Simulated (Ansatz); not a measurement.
Isolated molecules relaxed with PBE0-D4/def2-TZVP in Ansatz; ΔE leaves out vibrations. CCSD(T)/CBS is the MP2 limit (def2-TZVPP, def2-QZVPP) plus CCSD(T) − MP2 in def2-TZVPP, frozen cores. Functionals use def2-TZVPP. HSE06 is defined as in plane-wave codes. def2 core potentials past Kr. For Ge, Sb outer-core shells are correlated without core-valence functions, which leaves a few kJ/mol of doubt a bond. Scalar relativity is left out up to krypton.

Reaction (redistribution): `[GeH3][SbH2]` + `BS[SiH3]` → `B[S][GeH3]` + `[SiH3][SbH2]`

`[GeH3][SbH2]`:

Cartesian coordinates in Å:
```
Ge 0.186 0.010 0.946
Sb -0.207 0.878 -1.495
H 0.064 -1.518 1.055
H 1.591 0.434 1.405
H -0.848 0.662 1.880
H 0.801 -0.348 -2.128
H -1.586 -0.116 -1.662
```

`BS[SiH3]`:

Cartesian coordinates in Å:
```
B -1.176 -0.307 -1.198
S 0.108 0.906 -1.023
Si 0.923 0.291 0.876
H -1.358 -1.144 -0.366
H -1.844 -0.246 -2.184
H 1.430 -1.098 0.781
H -0.120 0.380 1.925
H 2.038 1.218 1.189
```

`B[S][GeH3]`:

Cartesian coordinates in Å:
```
B 1.641 -0.133 0.605
S 0.626 -1.163 -0.415
Ge -1.260 0.045 -0.498
H 1.246 0.906 1.043
H 2.743 -0.529 0.833
H -1.804 0.210 0.927
H -2.245 -0.744 -1.370
H -0.947 1.409 -1.124
```

`[SiH3][SbH2]`:

Cartesian coordinates in Å:
```
Si 0.243 0.707 0.589
Sb -0.678 -1.558 -0.216
H 1.333 0.456 1.570
H -0.849 1.448 1.274
H 0.772 1.540 -0.521
H 0.696 -1.798 -1.203
H -1.517 -0.795 -1.493
```

```
             level  ΔE (kJ/mol)  difference from CCSD(T)/CBS
            B97M-V         18.6                         -5.0
          HSE06-D4         21.5                         -2.1
      CAM-B3LYP-D4         23.8                          0.2
            B2PLYP         23.7                          0.1
               PBE         20.6                         -3.0
            revPBE         19.9                         -3.7
              BLYP         22.9                         -0.7
           LC-ωPBE         22.0                         -1.6
RPA@PBE/def2-TZVPP         20.3                         -3.3
       HF/def2-SVP         21.9                         -1.7
     CCSD/def2-SVP         21.3                         -2.3
     HF/def2-TZVPP         23.6                          0.0
SCS-MP2/def2-TZVPP         23.0                         -0.6
     HF/def2-QZVPP         24.3                          0.7
    MP2/def2-QZVPP         25.2                          1.6
SCS-MP2/def2-QZVPP         24.3                          0.7
       CCSD(T)/CBS         23.6                            0
```

Largest T1 diagnostic among the species: 0.014.

Leaving LDA and LC-ωPBE aside and taking each functional with its dispersion term where it has one, the values, not all of them listed here, spread over 5.9 kJ/mol, from B97M-V to BHLYP-D4.
